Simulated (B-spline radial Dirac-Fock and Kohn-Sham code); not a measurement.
Level of theory: Dirac-Fock ΔSCF + Breit + QED; a B-spline atomic structure program. Free neutral atoms.

**Question.** Order these X-ray lines by photon energy, lowest first.
A. Tm Mζ2
B. Se Lγ5
C. Sb Mγ
D. Fe Lγ5
E. Sr Lℓ
F. Yb Mζ1

**Answer.** D (727.7 eV), C (737.8 eV), A (1127.4 eV), F (1176.8 eV), B (1462.0 eV), E (1579.7 eV).

Values without a named source are computed, but for edge energies of neutral atoms, which are taken from tables.
